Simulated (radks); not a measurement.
All-electron atom: Sc IX in [Ne] 3s2 3p1.

Calculated with a radial shooting solver on a logarithmic mesh with Libxc functionals: scalar-relativistic Kohn-Sham, r2SCAN, spin-polarised, spherical densities, finite nucleus; open shells are filled with parallel spins first; meta-GGA in the generalised Kohn-Sham scheme; Fermi nuclear charge, rms radius 3.5459 fm.

Energy parts (eV):
total: -20179.569
kinetic: 20343.982
electron-nucleus: -45732.142
Hartree: 6143.300
exchange-correlation: -934.710

Orbitals (lengths in bohr, moments of r in powers of bohr):
orbital,occ.,eigenvalue (eV),<r^2>
1s up,1,-4591.158,0.007175
1s down,1,-4590.465,0.007173
2s up,1,-646.7320,0.1367
2s down,1,-646.3319,0.1365
2p up,3,-559.4691,0.1140
2p down,3,-558.6912,0.1139
3s up,1,-194.1043,1.019
3s down,1,-190.1969,1.027
3p up,1,-169.3381,1.071
3p down,0,-165.6638,1.080
3d up,0,-133.0783,1.054
3d down,0,-129.9956,1.054
4s up,0,-83.6106,4.334
4s down,0,-79.3351,3.923

The highest occupied level is 3p up at -169.34 eV. For comparison, the ionisation energy in NIST's Atomic Spectra Database is 180.0 eV (measured). In exact Kohn-Sham theory the highest level is minus the ionisation energy, but local and semilocal functionals leave it too shallow, through self-interaction and a potential that decays too fast; potentials with the right tail come closer.
